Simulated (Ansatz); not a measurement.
Geometry optimisation, RKS CAM-B3LYP-D4/def2-SVP in Ansatz 0.2.0.

input.yaml

```yaml
crystal:
  periodic: [false, false, false]
  atoms:
    - { symbol: B, position_ang: [-0.095776, -0.27454, 0.041242] }
    - { symbol: O, position_ang: [0.044709, -0.562478, 1.384637] }
    - { symbol: H, position_ang: [-0.790694, -0.473866, 1.857189] }
    - { symbol: O, position_ang: [0.930412, -0.41995, -0.815799] }
    - { symbol: H, position_ang: [1.734946, -0.747579, -0.398847] }
    - { symbol: F, position_ang: [-1.273901, 0.115177, -0.435276] }
    - { symbol: H, position_ang: [0.072947, 2.048289, 0.602445] }
    - { symbol: H, position_ang: [0.187957, 1.643846, 1.18511] }
basis:
  gaussian: { orbitals: def2-SVP }
hamiltonian:
  xc: cam_b3lyp
  dispersion: d4
relax:
  f_tol: 0.03
  max_steps: 50
```

Run as:

```bash
$ ansatz run input.yaml --threads 2 --pin off --max-ram 3072MiB --backend cpu --events-out ev --progress --plain --runs-dir out
```

**Question.** Where does it end, and by what steps?

**Answer.** The forces met the threshold. The force dipped under the threshold on the way, but the program's further checks kept it going. After 24 steps the energy has fallen by 0.172 eV; H7 moved furthest, 1.19 Å.

```
step  energy less start (eV)  largest force component (eV/Å)  accepted
   0                  0.0000                           1.385       yes
   1                 -0.1257                           0.463       yes
   2                 -0.1507                           0.317       yes
   3                 -0.1551                           0.137       yes
   4                 -0.1560                           0.109       yes
   5                 -0.1568                           0.064       yes
   6                 -0.1577                           0.076       yes
   7                 -0.1495                           0.601        no
   8                 -0.1583                           0.043       yes
   9                 -0.1590                           0.085       yes
  10                 -0.1498                           0.738        no
  11                 -0.1606                           0.037       yes
  12                 -0.1602                           0.313        no
  13                 -0.1612                           0.035       yes
  14                 -0.1620                           0.045       yes
  15                 -0.1630                           0.124       yes
  16                 -0.1640                           0.235       yes
  17                 -0.1657                           0.162       yes
  18                 -0.1676                           0.143       yes
  19                 -0.1683                           0.197       yes
  20                 -0.1698                           0.119       yes
  21                 -0.1707                           0.013       yes
  22                 -0.1712                           0.056       yes
  23                 -0.1712                           0.097       yes
  24                 -0.1716                           0.028       yes
```

```xyz
8
Properties=species:S:1:pos:R:3
B -0.149 -0.667 -0.129
O 0.021 -0.348 1.180
H -0.809 -0.213 1.651
O 0.900 -0.905 -0.940
H 1.747 -0.826 -0.486
F -1.374 -0.751 -0.642
H 0.213 2.900 1.419
H 0.262 2.139 1.368
```

Whether the end is a true minimum wasn't checked by a vibrational analysis.

The run took 19 s on 2 threads of Intel(R) Xeon(R) 6975P-C (Granite Rapids), with other jobs on the host, peak memory 0.17 GiB.
